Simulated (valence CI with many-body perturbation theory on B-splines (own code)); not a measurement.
# Level structure of Cd XXXV

Computed by relativistic CI+MBPT: four valence electrons over a frozen Dirac-Fock core [Ne], radial functions for each j: 11 s, 11 p, 9 d, 7 f, 5 g, 2 h, 1 i, with the one-electron correlation potential Σ1 (screened to all orders), the two-electron term Σ2, the three-electron term Σ3, Breit, model QED; selected single and double excitations, second order for the rest (own B-spline code, finite nucleus).

No measured spectrum was set against this ion. As an estimate, large intervals hold to a few tenths of a per cent, small ones and those within an open d or f shell to about a per cent.

Levels 46 to 68 of 68, with energies above the lowest level, (3s^2 3p1/2^2) J=0. "Leading %" is the weight of the configuration and term that name the level; weights of strongly mixed levels are sums over their largest components and can fall short. In the jj column 3d3/2^4 stands for four electrons in 3d with j = 3/2. Lifetimes count E1, E2, E3, M1 and M2 decay at the calculated energies, and are blank where another channel may lead or the interval is too uncertain; long ones can be off by a factor of two.

```csv
No.,Configuration,Term,J,E (eV),Leading %,Second component,Leading jj,Lifetime
46,3s.3p2.3d,5P,1,310.16,63,17 % 3s.3p2.3d 3P,3s 3p1/2 3p3/2 3d3/2 (82 %),4.26 ps
47,3s.3p2.3d,5D,3,312.43,37,22 % 3s.3p2.3d 3F,3s 3p1/2 3p3/2 3d5/2 (69 %),12.9 ps
48,3s.3p2.3d,3G,3,315.69,58,29 % 3s.3p2.3d 1F,3s 3p1/2 3p3/2 3d3/2 (93 %),8.44 ps
49,3s.3p2.3d,3P,2,317.30,23,22 % 3p4 3P,3s 3p1/2 3p3/2 3d5/2 (57 %),5.73 ps
50,3s.3p2.3d,3D,1,317.91,32,22 % 3s.3p2.3d 1P,3s 3p1/2 3p3/2 3d3/2 (61 %),4.02 ps
51,3s.3p2.3d,1G,4,321.30,46,22 % 3s.3p2.3d 3F,3s 3p1/2 3p3/2 3d5/2 (60 %),25.7 ps
52,3s.3p2.3d,3D,3,324.57,52,32 % 3s.3p2.3d 3F,3s 3p1/2 3p3/2 3d5/2 (57 %),5.44 ps
53,3s.3p2.3d,3D,1,326.62,70,8 % 3s.3p2.3d 1P,3s 3p1/2 3p3/2 3d3/2 (83 %),3.12 ps
54,3s.3p2.3d,3G,4,328.06,59,26 % 3s.3p2.3d 3F,3s 3p1/2 3p3/2 3d5/2 (83 %),11.1 ps
55,3s.3p2.3d,3F,3,329.14,29,22 % 3s.3p2.3d 1F,3s 3p1/2 3p3/2 3d5/2 (79 %),7.43 ps
56,3s.3p2.3d,3P,0,329.63,80,16 % 3s2.3d2 3P,3s 3p1/2 3p3/2 3d3/2 (51 %),5.51 ps
57,3s.3p2.3d,3D,1,330.56,72,9 % 3s.3p2.3d 1P,3s 3p1/2 3p3/2 3d5/2 (83 %),9.89 ps
58,3s.3p2.3d,3F,2,334.57,41,10 % 3s2.3d2 3F,3s 3p1/2 3p3/2 3d3/2 (67 %),2.83 ps
59,3s.3p2.3d,3P,0,337.45,54,15 % 3p4 1S,3s 3p3/2^2 3d5/2 (37 %),4.95 ps
60,3s.3p2.3d,3P,1,337.70,42,24 % 3s.3p2.3d 3S,3s 3p1/2 3p3/2 3d5/2 (79 %),6.40 ps
61,3s.3p2.3d,3D,2,337.85,32,13 % 3s.3p2.3d 3P,3s 3p1/2 3p3/2 3d5/2 (62 %),6.60 ps
62,3s.3p2.3d,3F,3,339.30,38,20 % 3s.3p2.3d 1F,3s 3p1/2 3p3/2 3d5/2 (70 %),4.50 ps
63,3s.3p2.3d,3D,2,342.75,48,12 % 3p4 1D,3s 3p1/2 3p3/2 3d5/2 (52 %),4.02 ps
64,3s.3p2.3d,3F,4,343.06,35,29 % 3s.3p2.3d 5D,3s 3p3/2^2 3d5/2 (71 %),32.4 ps
65,3s.3p2.3d,3D,2,344.23,44,10 % 3s.3p2.3d 3P,3s 3p1/2 3p3/2 3d5/2 (45 %),3.71 ps
66,3p4,3P,1,346.47,28,17 % 3s.3p2.3d 3D,3s 3p3/2^2 3d3/2 (45 %),2.97 ps
67,3s.3p2.3d,3D,3,348.59,44,12 % 3s.3p2.3d 3F,3s 3p3/2^2 3d3/2 (58 %),4.26 ps
68,3s.3p2.3d,3D,2,350.37,19,14 % 3s.3p2.3d 5P,3s 3p3/2^2 3d3/2 (41 %),3.73 ps
```
